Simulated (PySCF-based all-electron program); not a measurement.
**Forces on CH3ClZn, singlet in several shapes**

Calculated with an in-house all-electron program built on PySCF, in large uncontracted Gaussian sets near the basis limit; the spin-free Dirac equation, no spin–orbit coupling, spin-restricted. Forces are good to about 0.020 eV/Å. Atoms are numbered as listed.

Shape A:

| atom | x (Å) | y (Å) | z (Å) |
| --- | --- | --- | --- |
| Zn | 0.0000 | 0.0000 | 0.0000 |
| C | 0.0000 | 0.0000 | 1.9149 |
| Cl | 0.0000 | 0.0000 | -2.0981 |
| H | 1.0308 | 0.0000 | 2.2921 |
| H | -0.5154 | 0.8927 | 2.2920 |
| H | -0.5154 | -0.8927 | 2.2920 |

PBE forces:

```json
{"atom": "Zn1", "Fx": "0.000", "Fy": "0.000", "Fz (eV/Å)": "0.029"}
{"atom": "C2", "Fx": "0.000", "Fy": "0.000", "Fz (eV/Å)": "-0.008"}
{"atom": "Cl3", "Fx": "0.000", "Fy": "0.000", "Fz (eV/Å)": "-0.010"}
{"atom": "H4", "Fx": "-0.019", "Fy": "0.000", "Fz (eV/Å)": "-0.004"}
{"atom": "H5", "Fx": "0.009", "Fy": "-0.016", "Fz (eV/Å)": "-0.004"}
{"atom": "H6", "Fx": "0.009", "Fy": "0.016", "Fz (eV/Å)": "-0.004"}
```

Shape B:

```json
{"atom": "Zn", "x (Å)": "0.0000", "y (Å)": "0.0000", "z (Å)": "0.0000"}
{"atom": "C", "x (Å)": "0.0000", "y (Å)": "0.0000", "z (Å)": "2.1064"}
{"atom": "Cl", "x (Å)": "0.0000", "y (Å)": "0.0000", "z (Å)": "-2.0981"}
{"atom": "H", "x (Å)": "1.0308", "y (Å)": "0.0000", "z (Å)": "2.4836"}
{"atom": "H", "x (Å)": "-0.5154", "y (Å)": "0.8927", "z (Å)": "2.4835"}
{"atom": "H", "x (Å)": "-0.5154", "y (Å)": "-0.8927", "z (Å)": "2.4835"}
```

Against shape A, Zn1–C2 goes from 1.915 to 2.106 Å.

(1) What forces does PBE give in shape B?

Shape C:

```xyz
6

Zn    0.0000    0.0000    0.0000
C     0.0000    0.0000    1.7235
Cl    0.0000    0.0000   -2.0981
H     1.0308    0.0000    2.1006
H    -0.5154    0.8927    2.1005
H    -0.5154   -0.8927    2.1005
```

Against shape A, Zn1–C2 goes from 1.915 to 1.723 Å.

(2) What forces does PBE give in shape C?

## Answers

(1) 

```tsv
atom	Fx	Fy	Fz (eV/Å)
Zn1	0.000	0.000	1.897
C2	0.000	0.000	-1.379
Cl3	0.000	0.000	-0.019
H4	-0.001	0.000	-0.166
H5	0.000	0.000	-0.166
H6	0.000	0.000	-0.166
```

(2) 

```tsv
atom	Fx	Fy	Fz (eV/Å)
Zn1	0.000	0.000	-4.353
C2	0.000	0.000	3.843
Cl3	0.000	0.000	-0.057
H4	-0.027	0.000	0.189
H5	0.013	-0.023	0.189
H6	0.013	0.023	0.189
```
